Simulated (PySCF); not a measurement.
C5H8FP.
Numbering: `[CH2:1]=[CH:2][CH2:3]/[P:4]=[C:5](/[CH3:6])[F:7]` (hydrogens: H8, H9 on C1; H10 on C2; H11, H12 on C3; H13, H14, H15 on C6)

Structure used (PBE0-D3(BJ)/def2-SVP), in Å, numbered top down from 1:
```xyz
15
C5H8FP angstrom
C     -2.338    0.895   -0.415
C     -1.823   -0.215   -0.948
C     -1.057   -1.252   -0.190
P      0.749   -1.298   -0.702
C      1.350   -0.015    0.212
C      2.763    0.442    0.216
F      0.590    0.712    1.038
H     -2.234    1.117    0.651
H     -2.876    1.622   -1.029
H     -1.937   -0.391   -2.025
H     -1.123   -1.079    0.895
H     -1.455   -2.258   -0.400
H      3.189    0.360    1.230
H      3.371   -0.153   -0.477
H      2.817    1.504   -0.078
```

The closed-shell ground state was solved at several levels (PySCF, density fitting, gas phase, non-relativistic).

```csv
level,basis functions,HOMO (eV),LUMO (eV),gap (eV),dipole (D)
CAM-B3LYP/def2-SVPD,211,-8.01,-0.24,7.77,0.71
PBE0/pcSseg-1,166,-6.77,-1.30,5.47,0.92
```

Question: What might KT2/pcSseg-1 (166 basis functions) give for the same quantities?

Answer: HOMO -5.75 eV, LUMO -2.11 eV, gap 3.64 eV, dipole 0.98 D.

Question: Over all these levels, which gives the widest orbital gap and which the narrowest?

Answer: CAM-B3LYP/def2-SVPD (range-separated hybrid) has the widest, 7.77 eV, and KT2/pcSseg-1 (GGA) the narrowest, 3.64 eV. Functional and basis both differ between the two, so the spread mixes both effects.

Question: How far do the dipole and the HOMO energy spread over the levels?

Answer: The dipole runs from 0.71 to 0.98 D (mean 0.87 D) and the HOMO from -8.01 to -5.75 eV.

One conformer stands for the species.
